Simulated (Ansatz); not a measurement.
```yaml
crystal:
  periodic: [false, false, false]
  atoms:
    - {symbol: Mn, position_ang: [0.690363, -0.479151, -1.299169]}
    - {symbol: F, position_ang: [1.475193, -1.035088, -2.812064]}
    - {symbol: F, position_ang: [0.164227, 1.204723, -0.357354]}
    - {symbol: Mn, position_ang: [-0.685141, 0.479378, 1.302099]}
    - {symbol: F, position_ang: [-1.493824, 1.034522, 2.802688]}
    - {symbol: F, position_ang: [-0.150817, -1.204385, 0.363800]}
basis:
  gaussian: {orbitals: STO-3G, fitting: {mean_field: def2-universal-jkfit}, final_grid: {core_spheres: 8, valence_spheres: 7, degree: 23}, nuclear_model: gaussian}
magnetization: {spin_polarized: true, initial_magnetization: 10}
hamiltonian: {xc: {name: PBE0-DH}}
scf: {omitted_lower_state_checks: [starts]}
output: {forces: true}
```

```sh
$ ansatz run in.yaml --threads 4 --pin off --events-out ev --progress --plain --max-ram 8704MiB
```

It prints (some lines left out):

```
Functional definition: PBE0-DH
836 factors; integrals over basis functions are off by at most 1.3e-2 eV
mean field evaluation 1: about -72606.5201 eV, gradient 6.2e1 eV
mean field evaluation 2: about -72606.5236 eV, gradient 6.2e1 eV
mean field evaluation 4: about -72654.8997 eV, gradient 2.7e1 eV
mean field evaluation 8: about -72660.5016 eV, gradient 2.1e0 eV
mean field evaluation 16: about -72660.5646 eV, gradient 2.0e-3 eV
mean field -72660.56457908 eV, -2670.2264971815 hartree, gradient 4.9e-6 eV, S^2 30.036253; 0 other end points of the search recorded, 0 dependent functions left out
14 core orbitals not correlated: weight in the atoms' cores, before any rotation towards them, 1.000 or more for the frozen orbitals, at most 0.000 for the correlated occupied ones
reference -72660.56459510 eV, -2670.2264977703 hartree; 34, 24 occupied and 8, 18 virtual orbitals, 836 factors
second order -9.18462372 eV of doubles, -0.00000000 eV of singles
Total energy: -72661.71267306 eV, -2670.2686888573 hartree
Atom 0 at     0.690363    -0.479151    -1.299169 Å, force     0.363662    -0.264460    -0.725809 eV/Å
Atom 1 at     1.475193    -1.035088    -2.812064 Å, force    -1.312465     0.930356     2.532691 eV/Å
Atom 2 at     0.164227     1.204723    -0.357354 Å, force    -0.283425    -2.113760     0.633411 eV/Å
Atom 3 at    -0.685141     0.479378     1.302099 Å, force    -0.392295     0.261928     0.703768 eV/Å
Atom 4 at    -1.493824     1.034522     2.802688 Å, force     1.355301    -0.929389    -2.512292 eV/Å
Atom 5 at    -0.150817    -1.204385     0.363800 Å, force     0.269222     2.115325    -0.631769 eV/Å
Dipole moment:     0.003117     0.000263     0.002258 e Å
Checks for a lower state left out: starts
```

Hardware: 4 threads of Arm Neoverse V1 on a shared host. Wall time 2.4 s.

Correlated methods freeze 14 core orbitals; core or outer-core shells of Mn are correlated, in sets that lack core-valence functions.
